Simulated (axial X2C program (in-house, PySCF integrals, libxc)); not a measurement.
## SrF: bond constants with and without spin–orbit coupling

Computed with an axial X2C code built on PySCF integrals. Spin-free means the one-electron spin-free X2C Hamiltonian; two-component (2c) means X2C with spin–orbit coupling and atomic mean-field two-electron Coulomb and Gaunt terms, so the difference of the two also holds small scalar two-electron terms. Basis: Sr dyall-cv3z [13s12p8d5f1g], F dyall-av3z [7s6p3d2f] (cores contracted in-house); Gaussian nuclei, density fitting, unrestricted open shells. Masses: Sr 87.906 u, F 18.998 u.

The run was started with this input:
```json
{"zs": [38, 9], "q": 0, "bas": ["dyall-cv3z", "dyall-av3z"], "levels": ["PBE0", "HF", "TPSS"], "cc": true, "r0": 2.49, "thr": -1.0, "nmax": 90, "npts": 10, "nst": 2, "ntry": 6}
```
```bash
python so2c.py task.json out
```

Keys: zs atomic numbers; q charge; bas basis sets; levels methods; cc coupled cluster on or off; r0 starting distance in Å; thr threshold in hartree for freezing inner shells (an s shell follows its p shell); nmax most natural virtual spinors; npts points on the curve; nst determinants followed; ntry starts of the search. HF also brings MP2.

State, spin-free: M_S = 1/2, Λ = 0 (beyond evenly filled blocks: σα); electrons by block: σα: 12, σβ: 11, π+α: 5, π+β: 5, π-α: 5, π-β: 5, δ+α: 1, δ+β: 1, δ-α: 1, δ-β: 1. Fragments: Sr + F.

State, 2c: Ω = 1/2 (⟨Sz⟩ = 0.50, ⟨Lz⟩ = 0.00 at PBE0); electrons by block: 1/2: 17, -1/2: 16, 3/2: 6, -3/2: 6, 5/2: 1, -5/2: 1. Fragments: Sr + F.

| Hamiltonian | level | Re (Å) | ωe (cm⁻¹) | ωexe (cm⁻¹) | Be (cm⁻¹) | αe (cm⁻¹) | De (eV) | μ (D) |
| --- | --- | --- | --- | --- | --- | --- | --- | --- |
| spin-free | PBE0 | 2.064 | 506.6 | 2.26 | 0.2532 | 0.00158 | 5.56 | -3.10 |
| spin-free | HF | 2.103 | 493.6 | 2.11 | 0.244 | 0.00147 | 4.15 | -2.96 |
| spin-free | MP2 | 2.127 | 471.5 | 2.04 | 0.2385 | 0.00149 | 5.96 | n/a |
| spin-free | CCSD | 2.121 | 478.3 | 2.05 | 0.2398 | 0.00147 | 5.33 | n/a |
| spin-free | CCSD(T) | 2.125 | 474.5 | 2.04 | 0.2389 | 0.00148 | 5.47 | n/a |
| spin-free | TPSS | 2.072 | 503.2 | 2.3 | 0.2514 | 0.00158 | 5.79 | -2.87 |
| 2c | PBE0 | 2.064 | 506.6 | 2.26 | 0.2533 | 0.00158 | 5.56 | -3.10 |
| 2c | HF | 2.103 | 493.5 | 2.11 | 0.244 | 0.00147 | 4.14 | -2.96 |
| 2c | MP2 | 2.127 | 471.5 | 2.04 | 0.2385 | 0.00148 | 5.95 | n/a |
| 2c | CCSD | 2.122 | 478.9 | 2.09 | 0.2398 | 0.00145 | 5.31 | n/a |
| 2c | TPSS | 2.072 | 503.2 | 2.3 | 0.2514 | 0.00158 | 5.79 | -2.87 |

Correlated methods: 9 electrons correlated (number of frozen shells: Sr 4 s, 3 p, 1 d; F 1 s), 261 virtual spin orbitals or spinors in MP2, 90 natural virtuals in coupled cluster.

Dipoles are positive if F is the positive end.

Occupations by symmetry block were frozen at the best pattern of an incomplete PBE0 search. Dissociation energies refer to the lowest single-determinant-based atoms at the same level and basis. Density functionals use the spin component along the axis (collinear). CCSD and (T) use frozen natural virtuals with an MP2 correction for the truncation; (T) itself is uncorrected, so its De runs slightly low. The 2c atoms are single determinants rather than J levels; their spin–orbit lowering is only partly caught, and De is too large by that part. This holds for PBE0, TPSS. Without a current term, density functionals place determinants with orbital angular momentum somewhat too high. The outer-core s and p shells of the metal are frozen in the correlated rows, which leaves out core–valence correlation; for alkali and alkaline-earth bonds that tends to lengthen them. With the outer-core shells frozen, correlated bond lengths of heavy atoms tend to come out a few hundredths of an ångström too long.

No reliable constants came from CCSD(T) (2c): no minimum in range, unconverged points, a curve that is not smooth, a change of character along it, or the two Hamiltonians disagreeing along it.

Rough cost a point (2c) on 1 thread(s) of a shared host, integrals apart: PBE0 0.6 s, HF 0.4 s, TPSS 0.6 s.
